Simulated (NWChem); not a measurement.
System: CH$_{4}$Cl$_{3}$NSi; SMILES CN[Si](Cl)(Cl)Cl

Here is an NWChem input.

```
start job
memory heap 200 mb stack 900 mb global 1100 mb
geometry units angstroms noautosym nocenter noautoz
  C     -0.124509     2.358982     1.379831
  N     -0.343434     0.929448     1.354067
  Si    -0.034224    -0.110788     0.053997
  Cl    -0.817303    -1.940135     0.534778
  Cl    -0.897672     0.624156    -1.655390
  Cl     1.959331    -0.371519    -0.386260
  H     -0.152072     2.757488     0.354836
  H     -0.923236     2.868070     1.942307
  H      0.846020     2.642195     1.824600
  H     -0.503918     0.494023     2.256013
end
basis spherical
  C library def2-svp
  N library def2-svp
  Si library def2-svp
  Cl library def2-svp
  H library def2-svp
end
dft
  xc xpbe96 cpbe96
  iterations 150
end
property
  response 1 0.0
end
task dft property
```

Parts of the log:

```
             Northwest Computational Chemistry Package (NWChem) 7.3.0
             --------------------------------------------------------

                             Geometry "geometry" -> ""
                             -------------------------

 Output coordinates in angstroms (scale by  1.889725989 to convert to a.u.)

  No.       Tag          Charge          X              Y              Z
 ---- ---------------- ---------- -------------- -------------- --------------
    1 C                    6.0000    -0.12450900     2.35898200     1.37983100
    2 N                    7.0000    -0.34343400     0.92944800     1.35406700
    3 Si                  14.0000    -0.03422400    -0.11078800     0.05399700
    4 Cl                  17.0000    -0.81730300    -1.94013500     0.53477800
    5 Cl                  17.0000    -0.89767200     0.62415600    -1.65539000
    6 Cl                  17.0000     1.95933100    -0.37151900    -0.38626000
    7 H                    1.0000    -0.15207200     2.75748800     0.35483600
    8 H                    1.0000    -0.92323600     2.86807000     1.94230700
    9 H                    1.0000     0.84602000     2.64219500     1.82460000
   10 H                    1.0000    -0.50391800     0.49402300     2.25601300

 Effective nuclear repulsion energy (a.u.)     543.7331948882

  pbe96 is a nonlocal functional; adding pw91lda local functional.
                              NWChem Property Module
                              ----------------------

                                 NWChem DFT Module
                                 -----------------

 Summary of "ao basis" -> "ao basis" (spherical)
 ------------------------------------------------------------------------------
       Tag                 Description            Shells   Functions and Types
 ---------------- ------------------------------  ------  ---------------------
 C                          def2-svp                 6       14   3s2p1d
 N                          def2-svp                 6       14   3s2p1d
 Si                         def2-svp                 8       18   4s3p1d
 Cl                         def2-svp                 8       18   4s3p1d
 H                          def2-svp                 3        5   2s1p

            General Information
            -------------------
          SCF calculation type: DFT
          Wavefunction type:  closed shell.
          No. of atoms     :    10
          No. of electrons :    82
           Alpha electrons :    41
            Beta electrons :    41
          Charge           :     0
          Spin multiplicity:     1
          Use of symmetry is: off; symmetry adaption is: off
          Maximum number of iterations: 150
          AO basis - number of functions:   120
                     number of shells:    56
          Convergence on energy requested:  1.00D-06
          Convergence on density requested:  1.00D-05
          Convergence on gradient requested:  5.00D-04

              XC Information
              --------------
          PerdewBurkeErnzerhof Exchange Functional  1.000
            Perdew 1991 LDA Correlation Functional  1.000 local
           PerdewBurkeErnz. Correlation Functional  1.000 non-local

             Grid Information
             ----------------
          Grid used for XC integration:  medium
          Radial quadrature: Mura-Knowles
          Angular quadrature: Lebedev.
          Tag              B.-S. Rad. Rad. Pts. Rad. Cut. Ang. Pts.
          ---              ---------- --------- --------- ---------
          C                   0.70       49          11.0       434
          N                   0.65       49           8.0       434
          Si                  1.10       88          10.0       590
          Cl                  1.00       88          12.0       590
          H                   0.35       45          11.0       434
          Grid pruning is: on
          Number of quadrature shells:   630
          Spatial weights used:  Erf1

      Superposition of Atomic Density Guess
      -------------------------------------

 Sum of atomic energies:       -1760.57521008

      Non-variational initial energy
      ------------------------------

 Total energy =   -1762.922986
 1-e energy   =   -3516.013211
 2-e energy   =    1209.357030
 HOMO         =      -0.304326
 LUMO         =       0.066910

   convergence    iter        energy       DeltaE   RMS-Dens  Diis-err
 ---------------- ----- ----------------- --------- --------- ---------
 d= 0,ls=0.0,diis     1  -1764.0036762947 -2.31D+03  1.44D-02  9.69D-01
 d= 0,ls=0.0,diis     2  -1763.9044676420  9.92D-02  1.03D-02  1.45D+00
 d= 0,ls=0.0,diis     3  -1764.0909439178 -1.86D-01  2.18D-03  9.34D-02
 d= 0,ls=0.0,diis     4  -1764.1034715270 -1.25D-02  3.69D-04  2.14D-03
 d= 0,ls=0.0,diis     5  -1764.1036994858 -2.28D-04  1.34D-04  3.66D-04
  Resetting Diis
 d= 0,ls=0.0,diis     6  -1764.1037433857 -4.39D-05  4.55D-05  3.32D-05
 d= 0,ls=0.0,diis     7  -1764.1037464884 -3.10D-06  4.57D-05  6.80D-06
 d= 0,ls=0.0,diis     8  -1764.1037440588  2.43D-06  3.04D-05  2.73D-05
 d= 0,ls=0.0,diis     9  -1764.1037473045 -3.25D-06  2.29D-06  9.14D-08
 d= 0,ls=0.0,diis    10  -1764.1037473154 -1.09D-08  5.43D-07  7.96D-09

         Total DFT energy =    -1764.103747315390
      One electron energy =    -3518.997322847108
           Coulomb energy =     1329.926449197852
    Exchange-Corr. energy =     -118.766068554352
 Nuclear repulsion energy =      543.733194888218

 Numeric. integr. density =       82.000003584430

                       DFT Final Molecular Orbital Analysis
                       ------------------------------------

 Vector   39  Occ=2.000000D+00  E=-2.850401D-01
              MO Center=  7.3D-01, -2.2D-01, -4.2D-01, r^2= 4.4D+00
   Bfn.  Coefficient  Atom+Function         Bfn.  Coefficient  Atom+Function
  ----- ------------  ---------------      ----- ------------  ---------------
    94      0.289279   6 Cl py               95      0.289244   6 Cl pz
    93      0.263646   6 Cl px               76     -0.235680   5 Cl py
    92      0.220678   6 Cl pz               91      0.216721   6 Cl py
    57      0.212961   4 Cl px               75      0.193716   5 Cl px
    90      0.193914   6 Cl px               54      0.171187   4 Cl px

 Vector   40  Occ=2.000000D+00  E=-2.720685D-01
              MO Center=  3.8D-01, -4.2D-01, -5.6D-01, r^2= 4.7D+00
   Bfn.  Coefficient  Atom+Function         Bfn.  Coefficient  Atom+Function
  ----- ------------  ---------------      ----- ------------  ---------------
    75      0.353211   5 Cl px               94     -0.320707   6 Cl py
    57     -0.306533   4 Cl px               95      0.295664   6 Cl pz
    72      0.265573   5 Cl px               91     -0.242641   6 Cl py
    54     -0.228492   4 Cl px               92      0.224504   6 Cl pz
    69      0.153591   5 Cl px               88     -0.140484   6 Cl py

 Vector   41  Occ=2.000000D+00  E=-2.212839D-01
              MO Center= -1.6D-01,  1.0D+00,  1.1D+00, r^2= 2.7D+00
   Bfn.  Coefficient  Atom+Function         Bfn.  Coefficient  Atom+Function
  ----- ------------  ---------------      ----- ------------  ---------------
    18      0.506023   2 N  px               21     -0.415301   2 N  px
   111      0.192874   9 H  s                95      0.160324   6 Cl pz
   106     -0.142007   8 H  s                 4      0.140338   1 C  px
   112      0.139617   9 H  s                77     -0.124097   5 Cl pz
    39     -0.122423   3 Si px               92      0.112869   6 Cl pz

 Vector   42  Occ=0.000000D+00  E=-1.646870D-02
              MO Center=  4.2D-02, -3.2D-01, -2.9D-01, r^2= 4.0D+00
   Bfn.  Coefficient  Atom+Function         Bfn.  Coefficient  Atom+Function
  ----- ------------  ---------------      ----- ------------  ---------------
    31      0.951296   3 Si s                32      0.534760   3 Si s
    93      0.459096   6 Cl px               30      0.408010   3 Si s
    17     -0.356950   2 N  s                77     -0.346630   5 Cl pz
    58     -0.339277   4 Cl py               41     -0.288596   3 Si pz
    68     -0.269378   5 Cl s                86     -0.258236   6 Cl s

 Vector   43  Occ=0.000000D+00  E= 5.072668D-03
              MO Center= -9.5D-02,  6.2D-01,  7.0D-01, r^2= 5.4D+00
   Bfn.  Coefficient  Atom+Function         Bfn.  Coefficient  Atom+Function
  ----- ------------  ---------------      ----- ------------  ---------------
     3      0.891235   1 C  s                40     -0.785068   3 Si py
   117     -0.655637  10 H  s               107     -0.574100   8 H  s
    17      0.456957   2 N  s                50     -0.392906   4 Cl s
    37     -0.339344   3 Si py               58     -0.324792   4 Cl py
    41      0.315539   3 Si pz              112     -0.316911   9 H  s

 Vector   44  Occ=0.000000D+00  E= 3.180964D-02
              MO Center=  1.3D-01, -6.2D-02,  8.9D-01, r^2= 4.5D+00
   Bfn.  Coefficient  Atom+Function         Bfn.  Coefficient  Atom+Function
  ----- ------------  ---------------      ----- ------------  ---------------
    17      0.985855   2 N  s                41     -0.909992   3 Si pz
   117     -0.475885  10 H  s                32     -0.472566   3 Si s
   112     -0.383075   9 H  s                68     -0.344100   5 Cl s
    38     -0.308817   3 Si pz                8      0.290676   1 C  py
    39     -0.277539   3 Si px               95      0.275465   6 Cl pz

     Multipole analysis of the density
     ---------------------------------

     L   x y z        total         alpha         beta         nuclear
     -   - - -        -----         -----         ----         -------
     0   0 0 0     -0.000000    -41.000000    -41.000000     82.000000

     1   1 0 0     -0.110457      0.142609      0.142609     -0.395675
     1   0 1 0      0.611782      1.077555      1.077555     -1.543328
     1   0 0 1      0.811901      1.091595      1.091595     -1.371289

     2   2 0 0    -48.164980   -190.310940   -190.310940    332.456900
     2   1 1 0      0.046965     -0.034339     -0.034339      0.115643
     2   1 0 1     -0.543055      1.132611      1.132611     -2.808277
     2   0 2 0    -45.018458   -264.666316   -264.666316    484.314174
     2   0 1 1      1.550552    -13.468179    -13.468179     28.486910
     2   0 0 2    -43.858104   -183.697612   -183.697612    323.537119

 *** CALLING NEW AORESP DRIVER FOR CLOSED AND OPEN SHELLS ***
 Entering AOResponse driver routine

--------------------------------------------------------------------------------

          -----------------------------------------------
          Solving response equations for perturbing field
          -----------------------------------------------

 number of frequencies:     1
 frequency in a.u.:  0.0000000E+00
 Perturbing field: electric
 Using El. Dipole Length Gauge

 Setting up CPKS with frequency omega =      0.00000000 a.u.

 STATIC response

                                NWChem CPHF Module
                                ------------------

  scftype          =     RHF
  nclosed          =       41
  nopen            =        0
  variables        =     3239
  # of vectors     =        3
  tolerance        = 0.10D-03
  level shift      = 0.00D+00
  max iterations   =       50
  max subspace     =       30

 SCF residual:    1.7158522722823584E-005

Iterative solution of linear equations
  No. of variables     3239
  No. of equations        3
  Maximum subspace       30
        Iterations       50
       Convergence  1.0D-04

   iter   nsub   residual    time
   ----  ------  --------  ---------
     1      3    4.31D+00      14.0
     2      6    1.05D+00      16.5
     3      9    3.14D-01      18.9
     4     12    4.98D-02      21.4
     5     15    1.54D-02      24.0
     6     18    3.09D-03      26.5
     7     21    3.74D-04      28.9
     8     24    5.44D-05      31.3

 Electric Dipole Response Matrix (nonzero elements):

              1        2        3
    1   61.7234   0.4342  -0.2361
    2    0.4342  69.3960   0.8435
    3   -0.2362   0.8434  60.9766

 ------------------------------------------
 average:        64.03203 + I       0.00000

 DFT Linear Response polarizability / au
 Frequency  =       0.0000000 / au
              X              Y              Z
 -----------------------------------------------
 X      61.7234195      0.4342391     -0.2361405
 Y       0.4342011     69.3960403      0.8434599
 Z      -0.2361548      0.8434196     60.9766385
 -----------------------------------------------
 Eigenvalues =      61.7879520     69.5012193     60.8069270
 Isotropic   =      64.0320328
 Anisotropic =       8.2476549
 -----------------------------------------------

 Magnetic Dipole Response Matrix (nonzero elements):

 Exiting AOResponse driver routine
```

Level: PBE/def2-SVP. Geometry: optimised at PBE0/def2-SVP.
